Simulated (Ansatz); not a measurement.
Isolated molecules relaxed with PBE0-D4/def2-TZVP in Ansatz; ΔE leaves out vibrations. CCSD(T)/CBS adds triple-zeta CCSD(T) − MP2 to the extrapolated MP2 energy (def2 sets, frozen cores). This one scheme is used for every species. Functionals use def2-TZVPP. Elements past krypton have def2 core potentials. For Ta outer-core shells are correlated without core-valence functions, which leaves a few kJ/mol of doubt a bond. Each species was taken in one conformer, which may not be the lowest.

Consider the ligand exchange at a Ta–C bond: `[CH3][Ta](=[NH])([OH])[OH]` + H–F → `[NH]=[Ta]([OH])([OH])[F]` + CH₄.

```json
{"level": "PBE0-D4", "ΔE (kcal/mol)": "-44.4"}
{"level": "r2SCANh", "ΔE (kcal/mol)": "-47.3"}
```

Question: What does CCSD(T)/CBS give? (An estimate is asked.)

Answer: The calculation gave: -42.6 kcal/mol. The listed levels differ from it by -1.8, -4.7 kcal/mol.

Largest T1 diagnostic among the species: 0.019.

Leaving LDA and LC-ωPBE aside and taking each functional with its dispersion term where it has one, the values, not all of them listed here, spread over 4.7 kcal/mol, from B97M-V to PBE-QIDH. LDA lies +1.9 kcal/mol from PBE without D4. From BLYP to BHLYP (50 % exact exchange), in def2-TZVPP and without D4, ΔE moves by +0.9 kcal/mol.

CCSD(T)/CBS has its own doubt, a few kJ/mol and more with outer-core shells, so smaller differences from it don't rank the levels.
